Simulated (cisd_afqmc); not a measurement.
Input (AFQMC/CISD/cc-pV(D+d)Z; cisd_afqmc is a phaseless AFQMC code with CISD trial states that reads the integrals written by Ansatz): A basis named .json is the Basis Set Exchange file of that set.

Ansatz 0.2 input:
```python
import cisd_afqmc

open("ham.yaml", "w").write("""\
crystal:
  periodic: [false, false, false]
  atoms:
    - {symbol: Si, position_ang: [-0.00000000, -0.00000000, -0.52250080]}
    - {symbol: N, position_ang: [0.00000000, 0.00000000, 1.04500159]}
basis:
  gaussian:
    orbitals: cc-pV_D+d_Z.json
magnetization: {spin_polarized: true, initial_magnetization: 1}
correlation: {method: ccsd, electrons: outside_noble_gas, hamiltonian_folder: ham}
""")
rep = cisd_afqmc.ansatz("ham.yaml")
e_ccsd = rep["correlation"]["coupled_cluster"]["energy"]["hartree"]
out = cisd_afqmc.run("ham", e_ccsd, trial="CISD", walkers=200, populations=8, threads=8, dt=0.005, steps=40, early=24, settle=10, least=32,
    cut=5e-5, rank_cut=2e-4, target=0.0004, seconds=1500, seed=1, memory=17280, gpu=False)
```

Output:

```
WARN ansatz::render: the results are in doubt because among natural orbitals full CI differs from the method by -0.141 eV
orbitals 31, occupied [5, 4], factors 165 of 394, rank of the doubles 140 of 238
E(HF) = -343.277314
E(CCSD) on the cut factors = -343.515487, shift to the whole factors -0.000015
Energy of the trial state on the determinant = -343.515444
  tau behind 7.2 of longer steps, mean of the populations' last blocks
   2.0  -343.52795
   4.0  -343.52754
   6.0  -343.52906
   8.0  -343.52796
blocks 441 (0 outliers left out), error by blocks joined: 1: 0.00020, 2: 0.00025, 4: 0.00029, 8: 0.00034, 16: 0.00038
E(AFQMC/CISD) = -343.52849 +/- 0.00038
```

The determinant is spin-contaminated: <S^2> is 1.20, 0.45 over the pure value.

The run carries these doubts: large difference.
